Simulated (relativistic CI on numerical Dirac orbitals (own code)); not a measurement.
## Energy levels of Yb III

Calculated at this level of theory: Dirac-Coulomb-Breit CI, KLI orbitals optimised for each configuration, model QED, valence Slater integrals scaled by 0.85, P86 correlation estimate, and configurations built on the next ion tied to the tabulated ionisation energy (semi-empirical) (own radial code, finite nucleus).

CI space (outside the closed core [Kr] 4d10 5s2): 4f¹⁴5p⁶, 4f¹³5p⁶5d, 4f¹³5p⁶6s, 4f¹³5p⁶6p, 4f¹³5p⁶6d, 4f¹³5p⁶7s, 4f¹³5p⁶5f, 4f¹³5p⁶6f, 4f¹²5p⁶5d², 4f¹²5p⁶5d6s, 4f¹²5p⁶6s², 4f¹²5p⁶5d6p, 4f¹⁴5p⁵5d, 4f¹²5p⁶6s6p, 4f¹²5p⁶5d5f, 4f¹²5p⁶5f², 4f¹³5p⁶7p, 4f¹³5p⁶7d, 4f¹³5p⁶5g, 4f¹³5p⁶7f, 4f¹²5p⁶6p², 4f¹⁴5p⁵5f, 4f¹³5p⁵5d², 4f¹⁴5p⁴5d². Levels of other configurations are missing.

```csv
No.,Configuration,Term,J,E (cm⁻¹),%,Landé g,jj configuration (%)
1,4f¹⁴5p⁶,¹S,0,0.0,94,,closed (94)
2,4f¹³5p⁶5d,³P°,2,35203.0,91,1.469,4f7/2^7 5d3/2 (76)
3,4f¹³5p⁶6s,³F°,4,38848.0,99,1.249,4f7/2^7 6s (99)
4,4f¹³5p⁶5d,³H°,5,38927.5,55,1.021,4f7/2^7 5d3/2 (95)
5,4f¹³5p⁶6s,¹F°,3,39189.3,53,1.037,4f7/2^7 6s (98)
6,4f¹³5p⁶5d,³H°,6,40103.1,100,1.166,4f7/2^7 5d5/2 (100)
7,4f¹³5p⁶5d,³D°,3,40962.6,68,1.246,4f7/2^7 5d3/2 (85)
8,4f¹³5p⁶5d,³P°,1,41126.4,82,1.356,4f7/2^7 5d5/2 (64)
9,4f¹³5p⁶5d,¹D°,2,41859.6,54,1.023,4f7/2^7 5d5/2 (77)
10,4f¹³5p⁶5d,³F°,4,42278.2,57,1.144,4f7/2^7 5d3/2 (84)
11,4f¹³5p⁶5d,¹G°,4,44013.8,38,1.062,4f7/2^7 5d5/2 (83)
12,4f¹³5p⁶5d,¹F°,3,44469.1,41,1.076,4f7/2^7 5d5/2 (83)
13,4f¹³5p⁶5d,³G°,5,44879.0,83,1.167,4f7/2^7 5d5/2 (94)
14,4f¹³5p⁶5d,³P°,0,46462.9,99,,4f5/2^5 4f7/2^8 5d5/2 (99)
15,4f¹³5p⁶5d,³H°,4,48842.1,77,0.847,4f5/2^5 4f7/2^8 5d3/2 (88)
16,4f¹³5p⁶6s,³F°,2,48962.3,99,0.664,4f5/2^5 4f7/2^8 6s (99)
17,4f¹³5p⁶6s,³F°,3,49255.8,53,1.044,4f5/2^5 4f7/2^8 6s (98)
18,4f¹³5p⁶5d,¹D°,2,50417.9,44,0.973,4f5/2^5 4f7/2^8 5d3/2 (87)
19,4f¹³5p⁶5d,³D°,1,50921.0,84,0.646,4f5/2^5 4f7/2^8 5d5/2 (82)
20,4f¹³5p⁶5d,¹H°,5,51373.7,43,1.043,4f5/2^5 4f7/2^8 5d5/2 (97)
21,4f¹³5p⁶5d,³F°,2,52587.5,61,0.863,4f5/2^5 4f7/2^8 5d5/2 (87)
22,4f¹³5p⁶5d,³G°,3,53604.2,50,0.886,4f5/2^5 4f7/2^8 5d3/2 (95)
23,4f¹³5p⁶5d,³G°,3,54369.4,39,0.954,4f5/2^5 4f7/2^8 5d5/2 (95)
24,4f¹³5p⁶5d,³G°,4,55079.9,53,1.043,4f5/2^5 4f7/2^8 5d5/2 (94)
25,4f¹³5p⁶5d,¹P°,1,56954.9,89,0.992,4f5/2^5 4f7/2^8 5d3/2 (67)
26,4f¹³5p⁶6p,³D,3,73753.3,65,1.242,4f7/2^7 6p1/2 (93)
27,4f¹³5p⁶6p,³G,4,74081.7,43,1.070,4f7/2^7 6p1/2 (95)
28,4f¹²(3H)5d²(3F)‡,⁵D,4,75273.2,80,1.462,4f7/2^6 5d3/2^2 (56)
29,4f¹²(3H)5d²(3F)‡,⁵H,6,77746.7,41,1.193,4f7/2^6 5d3/2^2 (74)
30,4f¹²(3H)5d²(3F)‡,⁵F,5,78004.4,43,1.281,4f7/2^6 5d3/2^2 (68)
```

Energies count from the lowest computed level; ° marks odd parity. Percentages are summed over parent terms; the parents shown are those of the largest component, closed shells are left out there. Filled j subshells are mostly left out of the jj labels. ‡ marks configurations that were not tied to measured data.

The mean weight of the leading LS term, summed over parents, in these 30 levels is 66 %, and that of the leading jj configuration (from the same eigenvectors) 87 %, so jj coupling describes them better and the LS labels are nominal.

Configurations that consist of the next ion and one excited electron were tied to the tabulated ionisation energy; Rydberg ones are usually within 1,000 to 3,000 cm⁻¹ and the lowest ones within about 6,000 (9,000 in d shells), while levels on excited terms of the next ion carry the error of that term, and the other configurations can be misplaced by 10,000 cm⁻¹ or more. Rates follow the energies as ν³ (E1, M1) or ν⁵ (E2), so rates, branching and lifetimes can be off by large factors. The fine structure of a lone outer electron comes out too small, for d and f at times inverted, and misplaced configurations move strength between like terms. 19 of the 32 excited levels that our extract of the measured tables holds in this range could be paired (the sources list more); they are missed by 2804 cm⁻¹ on average and 8511 at most, and levels without a partner can miss by more.

LS names give the leading component of a level, which can be under half, so a name can repeat, a term be missing and a line seem to break the LS rules.
